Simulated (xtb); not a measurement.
Cl3Y, charge -1, doublet, from a rough starting geometry (GFN-xTB shapes and energies of metal compounds can be far from the true ones) (the multiplicity is a formal guess); xtb with GFN2-xTB.

Here is a job for xtb.
```
$ xtb mol.xyz --gfn 2 --chrg -1 --uhf 1 --opt vtight --json

# file mol.xyz
4

Y      0.00179954    -0.01595299     0.00258423
Cl     2.39870376    -0.39802304    -0.72945995
Cl    -0.89597664    -1.03565718     2.04184865
Cl    -1.47283200     1.42816000    -1.41004077
```

Question: What does xtb print? Leave out banner, timings and long lists.

Answer: 
```
   ID    Z sym.   atoms
    1   39 Y      1
    2   17 Cl     2-4

           -------------------------------------------------
          |                Calculation Setup                |
           -------------------------------------------------

           -------------------------------------------------
          |                 G F N 2 - x T B                 |
           -------------------------------------------------

          ...................................................
          :                      SETUP                      :
          :.................................................:
          :  # basis functions                  40          :
          :  # atomic orbitals                  36          :
          :  # shells                           12          :
          :  # electrons                        25          :
          :  max. iterations                   250          :
          :  Hamiltonian                  GFN2-xTB          :
          :  restarted?                      false          :
          :  GBSA solvation                  false          :
          :  PC potential                    false          :
          :  electronic temp.          300.0000000     K    :
          :  accuracy                    1.0000000          :
          :  -> integral cutoff          0.2500000E+02      :
          :  -> integral neglect         0.1000000E-07      :
          :  -> SCF convergence          0.1000000E-05 Eh   :
          :  -> wf. convergence          0.1000000E-03 e    :
          :  Broyden damping             0.4000000          :
          :  net charge                         -1          :
          :  unpaired electrons                  1          :
          ...................................................

 iter      E             dE          RMSdq      gap      omega  full diag
   1      1.2885058  0.128851E+01  0.546E+01    0.03       0.0  T
   2    -12.9276365 -0.142161E+02  0.300E+01    0.00       1.0  T
   3    -13.4119307 -0.484294E+00  0.216E+01    0.00       1.0  T
   4    -13.6019350 -0.190004E+00  0.199E+01    0.00       1.0  T
   5    -13.6738798 -0.719448E-01  0.194E+01    0.00       1.0  T
   6    -13.6097567  0.641231E-01  0.200E+01    0.00       1.0  T
   7    -13.6621226 -0.523659E-01  0.198E+01    0.00       1.0  T
   8    -14.7102409 -0.104812E+01  0.136E+01    0.06       1.0  T
   9    -14.7003776  0.986326E-02  0.131E+01    0.06       1.0  T
  10    -14.3286543  0.371723E+00  0.173E+01    0.00       1.0  T
  11     -3.6193134  0.107093E+02  0.464E+01    0.04       1.0  T
  12     -3.7181633 -0.988500E-01  0.463E+01    0.04       1.0  T
  13      4.1223191  0.784048E+01  0.584E+01    0.24       1.0  T
  14      4.9443227  0.822004E+00  0.597E+01    0.26       1.0  T
  15      5.2669049  0.322582E+00  0.601E+01    0.28       1.0  T
  16      5.4799635  0.213059E+00  0.604E+01    0.30       1.0  T
  17      5.5278655  0.479020E-01  0.605E+01    0.30       1.0  T
  18      4.8162670 -0.711598E+00  0.604E+01    0.22       1.0  T
  19      4.3969787 -0.419288E+00  0.598E+01    0.21       1.0  T
  20      4.9347711  0.537792E+00  0.604E+01    0.23       1.0  T
  21      4.9405990  0.582800E-02  0.604E+01    0.23       1.0  T
  22      5.6266737  0.686075E+00  0.612E+01    0.30       1.0  T
  23      5.7646055  0.137932E+00  0.614E+01    0.32       1.0  T
  24      6.2210341  0.456429E+00  0.616E+01    0.40       1.0  T
  25      5.8633566 -0.357678E+00  0.604E+01    0.38       1.0  T
  26      4.5507225 -0.131263E+01  0.593E+01    0.35       1.0  T
  27      4.5700571  0.193346E-01  0.593E+01    0.35       1.0  T
  28     -8.1150346 -0.126851E+02  0.390E+01    0.12       1.0  T
  29    -14.4437450 -0.632871E+01  0.166E+01    0.06       1.0  T
  30    -15.2229334 -0.779188E+00  0.847E+00    0.07       1.0  T
  31    -13.1560503  0.206688E+01  0.216E+01    0.04       1.0  T
  32    -10.3391165  0.281693E+01  0.305E+01    0.09       1.0  T
  33    -10.0113133  0.327803E+00  0.314E+01    0.09       1.0  T
  34     -8.6387902  0.137252E+01  0.339E+01    0.09       1.0  T
  35    -13.6884041 -0.504961E+01  0.226E+01    0.04       1.0  T
  36    -15.2776426 -0.158924E+01  0.113E+01    0.04       1.0  T
  37    -12.4278609  0.284978E+01  0.242E+01    0.07       1.0  T
  38    -15.2737244 -0.284586E+01  0.995E+00    0.06       1.0  T
  39    -15.3083069 -0.345825E-01  0.860E+00    0.05       1.0  T
  40    -15.2753999  0.329070E-01  0.920E+00    0.08       1.0  T
  41    -15.1551121  0.120288E+00  0.943E+00    0.06       1.0  T
  42    -15.1542964  0.815761E-03  0.934E+00    0.06       1.0  T
  43    -15.2431702 -0.888738E-01  0.755E+00    0.07       1.0  T
  44    -15.2085053  0.346649E-01  0.737E+00    0.07       1.0  T
  45    -15.2539037 -0.453984E-01  0.631E+00    0.08       1.0  T
  46    -15.2634109 -0.950719E-02  0.604E+00    0.08       1.0  T
  47    -15.2884649 -0.250540E-01  0.540E+00    0.08       1.0  T
  48    -15.2974028 -0.893793E-02  0.512E+00    0.08       1.0  T
  49    -15.3084136 -0.110107E-01  0.477E+00    0.08       1.0  T
  50    -15.3123822 -0.396868E-02  0.462E+00    0.09       1.0  T
  51    -15.3179765 -0.559425E-02  0.438E+00    0.09       1.0  T
  52    -15.3216759 -0.369944E-02  0.415E+00    0.08       1.0  T
  53    -15.3252563 -0.358041E-02  0.379E+00    0.08       1.0  T
  54    -15.3261308 -0.874459E-03  0.345E+00    0.08       1.0  T
  55    -15.3266140 -0.483185E-03  0.304E+00    0.08       1.0  T
  56    -15.3274120 -0.797988E-03  0.254E+00    0.08       1.0  T
  57    -15.3279023 -0.490371E-03  0.214E+00    0.09       1.0  T
  58    -15.3282694 -0.367067E-03  0.193E+00    0.09       1.0  T
  59    -15.3281621  0.107353E-03  0.190E+00    0.09       1.0  T
  60    -15.3281064  0.556896E-04  0.189E+00    0.09       1.0  T
  61    -15.3280071  0.993167E-04  0.187E+00    0.09       1.0  T
  62    -15.3277755  0.231516E-03  0.183E+00    0.09       1.0  T
[...]
 * total energy  :   -15.3275829 Eh     change       -0.2349916E-03 Eh
 * total energy  :   -15.3276115 Eh     change       -0.2860612E-04 Eh
 * total energy  :   -15.3276353 Eh     change       -0.2373726E-04 Eh
 * total energy  :   -15.3283458 Eh     change       -0.7105095E-03 Eh
 * total energy  :   -15.3300052 Eh     change       -0.1659457E-02 Eh
 * total energy  :   -15.3320471 Eh     change       -0.2041842E-02 Eh
 * total energy  :   -15.3291180 Eh     change        0.2929121E-02 Eh
 * total energy  :   -15.3337656 Eh     change       -0.4647603E-02 Eh
 * total energy  :   -15.3338398 Eh     change       -0.7424118E-04 Eh
 * total energy  :   -15.3338526 Eh     change       -0.1282191E-04 Eh
 * total energy  :   -15.3338556 Eh     change       -0.2954264E-05 Eh
 * total energy  :   -15.3338557 Eh     change       -0.1346588E-06 Eh
 * total energy  :   -15.3338557 Eh     change       -0.1266717E-07 Eh
   *** GEOMETRY OPTIMIZATION CONVERGED AFTER 15 ITERATIONS ***
[...]
          :  net charge                         -1          :
          :  unpaired electrons                  1          :
          ...................................................

 iter      E             dE          RMSdq      gap      omega  full diag
   1    -15.3404915 -0.153405E+02  0.819E-05    0.06       0.0  T
   2    -15.3404915 -0.157563E-11  0.601E-05    0.06     832.4  T
   3    -15.3404915 -0.204281E-11  0.293E-05    0.06    1708.3  T

   *** convergence criteria satisfied after 3 iterations ***

         :::::::::::::::::::::::::::::::::::::::::::::::::::::
         ::                     SUMMARY                     ::
         :::::::::::::::::::::::::::::::::::::::::::::::::::::
         :: total energy             -15.333855728584 Eh    ::
         :: gradient norm              0.000003819023 Eh/a0 ::
         :: HOMO-LUMO gap              0.057539168855 eV    ::
         ::.................................................::
         :: SCC energy               -15.340489464654 Eh    ::
         :: -> isotropic ES            0.118449130377 Eh    ::
         :: -> anisotropic ES         -0.006434214636 Eh    ::
         :: -> anisotropic XC         -0.014073406799 Eh    ::
         :: -> dispersion             -0.004146968345 Eh    ::
         :: repulsion energy           0.006633736069 Eh    ::
         :: add. restraining           0.000000000000 Eh    ::
         :: total charge              -1.000000000225 e     ::
         :::::::::::::::::::::::::::::::::::::::::::::::::::::

           -------------------------------------------------
          |                Property Printout                |
           -------------------------------------------------

    * Orbital Energies and Occupations

         #    Occupation            Energy/Eh            Energy/eV
      -------------------------------------------------------------
         1        2.0000           -0.9222069             -25.0945
         2        2.0000           -0.9222060             -25.0945
         3        2.0000           -0.9144994             -24.8848
         4        2.0000           -0.3891405             -10.5891
         5        2.0000           -0.2865513              -7.7975
         6        2.0000           -0.2829539              -7.6996
         7        2.0000           -0.2829538              -7.6996
         8        2.0000           -0.2726917              -7.4203
         9        2.0000           -0.2726915              -7.4203
        10        2.0000           -0.2706232              -7.3640
        11        2.0000           -0.2695495              -7.3348
        12        2.0000           -0.2695490              -7.3348
        13        0.6538           -0.1643514              -4.4722 (HOMO)
        14        0.1694           -0.1622368              -4.4147 (LUMO)
        15        0.1694           -0.1622368              -4.4147
        16        0.0037           -0.1584334              -4.3112
        17        0.0037           -0.1584333              -4.3112
        18                         -0.0664952              -1.8094
        19                          0.2040538               5.5526
        20                          0.2042057               5.5567
        21                          0.2042058               5.5567
        22                          0.2044099               5.5623
        23                          0.2048600               5.5745
        24                          0.2048601               5.5745
       ...                                ...                  ...
        36                          0.7418801              20.1876
      -------------------------------------------------------------
                  HL-Gap            0.0021145 Eh            0.0575 eV
             Fermi-level           -0.1903488 Eh           -5.1797 eV

     #   Z          covCN         q      C6AA      α(0)
     1  39 Y        2.162     0.268   430.942    55.215
     2  17 Cl       0.721    -0.423   112.661    16.235
     3  17 Cl       0.721    -0.423   112.661    16.235
     4  17 Cl       0.721    -0.423   112.661    16.235

 Mol. C6AA /au·bohr⁶  :       2673.017647
 Mol. C8AA /au·bohr⁸  :     234008.942296
 Mol. α(0) /au        :        103.919332

Wiberg/Mayer (AO) data.
largest (>0.10) Wiberg bond orders for each atom

 ---------------------------------------------------------------------------
     #   Z sym  total        # sym  WBO       # sym  WBO       # sym  WBO
 ---------------------------------------------------------------------------
     1  39 Y    2.312 --     3 Cl   0.771     4 Cl   0.771     2 Cl   0.771
     2  17 Cl   0.977 --     1 Y    0.771     3 Cl   0.103     4 Cl   0.103
     3  17 Cl   0.977 --     1 Y    0.771     4 Cl   0.103     2 Cl   0.103
     4  17 Cl   0.977 --     1 Y    0.771     3 Cl   0.103     2 Cl   0.103
 ---------------------------------------------------------------------------

Topologies differ in total number of bonds
Writing topology from bond orders to xtbtopo.mol

molecular dipole:
                 x           y           z       tot (Debye)
 q only:        0.279       0.793       0.539
   full:        0.462       1.281       0.848       4.078
molecular quadrupole (traceless):
                xx          xy          yy          xz          yz          zz
 q only:       -4.044       4.130       5.341       2.592       6.866      -1.297
  q+dip:       -6.371       6.508       8.415       4.084      10.816      -2.044
   full:       -6.608       6.748       8.725       4.235      11.218      -2.117

optimized geometry written to: xtbopt.xyz

           -------------------------------------------------
          | TOTAL ENERGY              -15.333855728584 Eh   |
          | GRADIENT NORM               0.000003819023 Eh/α |
          | HOMO-LUMO GAP               0.057539168855 eV   |
           -------------------------------------------------

normal termination of xtb
```
